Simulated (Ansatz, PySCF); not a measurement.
C2H4N2OSi, SMILES C(#N)/N=C/O[SiH3]. Atoms are numbered in the order given.

```xyz
10

N     -0.3426     3.3435     0.0000
C     -0.2138     2.1857     0.0000
N     -0.1726     0.8543     0.0000
C      0.9380     0.2119     0.0000
O      0.9627    -1.1013     0.0000
Si    -0.4976    -2.0378     0.0000
H      1.9356     0.6797     0.0000
H     -1.2659    -1.7432    -1.2327
H     -1.2659    -1.7432     1.2327
H      0.0193    -3.4261     0.0000
```
Charge 0, spin multiplicity 1.

Coordinates come from a B3LYP-D3(BJ)/def2-SVP optimisation. The structure was generated by enumeration; whether it is a known compound was not checked. The values are those of a single conformer.

Two levels are set side by side: PBE-D3(BJ)/def2-SVP (Ansatz, a program for electronic structure) and B3LYP-D3(BJ)/def2-SVP (Ansatz). Each level has its own optimised geometry; the coordinates shown are those of the second. Frequencies come from the Hessian of PySCF at each geometry. Differences are taken from unrounded values.

| quantity | B3LYP-D3(BJ) | PBE-D3(BJ) | PBE-D3(BJ) minus B3LYP-D3(BJ) |
|---|---|---|---|
| mean bond length (Å) | 1.375 | 1.386 | 0.011 |
| bond N1–C2 (Å) | 1.165 | 1.180 | 0.015 |
| bond C2–N3 (Å) | 1.332 | 1.331 | -0.001 |
| bond N3–C4 (Å) | 1.283 | 1.294 | 0.011 |
| bond C4–O5 (Å) | 1.313 | 1.320 | 0.007 |
| bond O5–Si6 (Å) | 1.735 | 1.755 | 0.020 |
| bond C4–H7 (Å) | 1.102 | 1.110 | 0.008 |
| bond Si6–H8 (Å) | 1.482 | 1.495 | 0.013 |
| bond Si6–H9 (Å) | 1.482 | 1.495 | 0.013 |
| bond Si6–H10 (Å) | 1.481 | 1.495 | 0.013 |
| highest harmonic wavenumber (cm⁻¹) | 3119 | 3048 | -71 |
| mean harmonic wavenumber (cm⁻¹) | 1105 | 1069 | -36 |
| zero-point energy (kcal/mol) | 37.92 | 36.68 | -1.24 |

GGA bonds tend to be longer and softer than those of functionals with exact exchange. Differences between two approximate levels are no errors against the true value.
